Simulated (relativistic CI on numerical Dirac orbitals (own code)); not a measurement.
## Hf²⁶⁺: sensitivity of the levels to the model

Base calculation: Dirac-Coulomb-Breit CI, separate exchange-only KLI orbitals for each configuration, a model potential for QED, unscaled Slater integrals.

Configuration list (outside the closed core [Ar] 3d10): 4s²4p⁶4d¹⁰, 4s²4p⁶4d⁹4f, 4s²4p⁵4d¹⁰4f, 4s4p⁶4d¹⁰4f, 4s²4p⁶4d⁹5s, 4s²4p⁶4d⁹5p, 4s²4p⁶4d⁹5d, 4s²4p⁵4d¹⁰5s, 4p⁶4d¹⁰4f², 4p⁶4d⁹4f³, 4p⁵4d¹⁰4f³, 4p⁶4d⁹4f²5s, 4p⁶4d⁹4f²5p, 4p⁶4d⁹4f²5d. Double excitations out of closed p, d and f shells are left out; levels of such configurations are missing from the list, as are those of other unlisted configurations, and high levels can miss mixing partners. These lack a partner that the ground configuration has and come out too high: 4s²4p⁵4d¹⁰5s.

Variants: (1) only the first 3 configurations. Shifts of the energy above 4s²4p⁶4d¹⁰ ¹S0, in cm⁻¹, for the lowest level and the first level of each name with at least 55 % of one term (blank where a level changes its place among those of its configuration and J or its character, or is not in the variant):

| Level | Base | Δ(1) |
| --- | --- | --- |
| 4s²4p⁶4d¹⁰ ¹S0 | 0 | 0 |
| 4s²4p⁶4d⁹4f ³P°0 | 1451241 | -161 |
| 4s²4p⁶4d⁹4f ³P°1 | 1466805 | -167 |
| 4s²4p⁶4d⁹4f ³P°2 | 1497367 | -143 |
| 4s²4p⁶4d⁹4f ³H°5 | 1504989 | -184 |
| 4s²4p⁶4d⁹4f ³H°6 | 1515566 | -184 |
| 4s²4p⁶4d⁹4f ³F°3 | 1527517 | +327 |
| 4s²4p⁶4d⁹4f ³F°4 | 1551906 | +372 |
| 4s²4p⁶4d⁹4f ³G°5 | 1565807 | -184 |
| 4s²4p⁶4d⁹4f ³D°1 | 1575664 | -179 |
| 4s²4p⁶4d⁹4f ³H°4 | 1612946 | -184 |
| 4s²4p⁶4d⁹4f ³G°3 | 1659009 | +51 |
| 4s²4p⁶4d⁹4f ¹F°3 | 1677144 | -60 |
| 4s²4p⁶4d⁹4f ¹P°1 | 1971035 | +388 |

At this charge energies of transitions that change n are usually good to better than 1 %, and those within a shell (Δn = 0) to a few per cent.

Ionisation energy from the two ground configurations alone: base 1001.72 eV. The NIST ASD value (theoretical) is 1002 eV.

LS names give the leading component of a level, which can be under half, so a name can repeat, a term be missing and a line seem to break the LS rules.
